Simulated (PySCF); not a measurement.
ClGa, charge +1, doublet, at a GFN2-xTB geometry (such geometries of metal compounds can be far from the true shape) (a state made from the parent by changing its charge; the spin is typed, not shown lowest); PBE0/def2-TZVP (PySCF).

The PySCF input:
```python
from pyscf import gto, scf, dft

mol = gto.Mole()
mol.atom = '''
    Ga   -0.000000   -0.000000   -0.770799
    Cl    0.000000    0.000000    1.405574
'''
mol.basis = 'def2-tzvp'
mol.charge = 1
mol.spin = 1
mol.verbose = 4
mol.build()

mf = dft.UKS(mol)
mf.xc = 'pbe0'
mf.kernel()
```

What does PySCF print? Leave out banner, timings and long lists.


```
PySCF version 2.14.0

[INPUT] verbose = 4
[INPUT] num. atoms = 2
[INPUT] num. electrons = 47
[INPUT] charge = 1
[INPUT] spin (= nelec alpha-beta = 2S) = 1
[INPUT] symmetry False subgroup None
[INPUT] Mole.unit = angstrom
[INPUT] Symbol           X                Y                Z      unit          X                Y                Z       unit  Magmom
[INPUT]  1 Ga     0.000000000000   0.000000000000  -0.770799000000 AA    0.000000000000   0.000000000000  -1.456599007089 Bohr   0.0
[INPUT]  2 Cl     0.000000000000   0.000000000000   1.405574000000 AA    0.000000000000   0.000000000000   2.656149907809 Bohr   0.0

nuclear repulsion = 128.138140913731
number of shells = 29
number of NR pGTOs = 163
number of NR cGTOs = 85
basis = def2-tzvp
ecp = {}

******** <class 'pyscf.dft.uks.UKS'> ********
method = UKS
initial guess = minao
damping factor = 0
level_shift factor = 0
DIIS = <class 'pyscf.scf.diis.CDIIS'>
diis_start_cycle = 1
diis_space = 8
diis_damp = 0
SCF conv_tol = 1e-09
SCF conv_tol_grad = None
SCF max_cycles = 50
direct_scf = True
direct_scf_tol = 1e-13
number electrons alpha = 24  beta = 23
XC library pyscf.dft.libxc version 7.1.2
    S. Lehtola, C. Steigemann, M. J. T. Oliveira, and M. A. L. Marques,  SoftwareX 7, 1–5 (2018)
XC functionals = pbe0
    C. Adamo and V. Barone,  J. Chem. Phys. 110, 6158 (1999)
    M. Ernzerhof and G. E. Scuseria,  J. Chem. Phys. 110, 5029 (1999)
radial grids:
    Treutler-Ahlrichs [JCP 102, 346 (1995); DOI:10.1063/1.469408] (M4) radial grids

becke partition: Becke, JCP 88, 2547 (1988); DOI:10.1063/1.454033
pruning grids: <function nwchem_prune>
grids dens level: 3
symmetrized grids: False
atomic radii adjust function: <function treutler_atomic_radii_adjust>
small_rho_cutoff = 0
Set gradient conv threshold to 3.16228e-05
tot grids = 39784
init E= -2384.19909143734

cycle= 1 E= -2384.26307714534  delta_E= -0.064  |g|= 0.568  |ddm|= 1.03
cycle= 2 E= -2384.00627054956  delta_E= 0.257  |g|= 0.991  |ddm|= 1.26
cycle= 3 E= -2384.35962283584  delta_E= -0.353  |g|= 0.141  |ddm|= 0.827
cycle= 4 E= -2384.36761715558  delta_E= -0.00799  |g|= 0.0462  |ddm|= 0.177
cycle= 5 E= -2384.36902598796  delta_E= -0.00141  |g|= 0.00582  |ddm|= 0.0475
cycle= 6 E= -2384.36905156954  delta_E= -2.56e-05  |g|= 0.00315  |ddm|= 0.00955
cycle= 7 E= -2384.36905926167  delta_E= -7.69e-06  |g|= 0.000563  |ddm|= 0.0042
cycle= 8 E= -2384.36905988195  delta_E= -6.2e-07  |g|= 0.000338  |ddm|= 0.00213
cycle= 9 E= -2384.36906000757  delta_E= -1.26e-07  |g|= 4.46e-05  |ddm|= 0.000622
cycle= 10 E= -2384.36906001331  delta_E= -5.74e-09  |g|= 8.12e-06  |ddm|= 0.000198
cycle= 11 E= -2384.36906001345  delta_E= -1.38e-10  |g|= 2.35e-06  |ddm|= 3.09e-05
Extra cycle  E= -2384.36906001346  delta_E= -8.64e-12  |g|= 3.46e-06  |ddm|= 5.1e-06
converged SCF energy = -2384.36906001346  <S^2> = 0.75686978  2S+1 = 2.006858
```
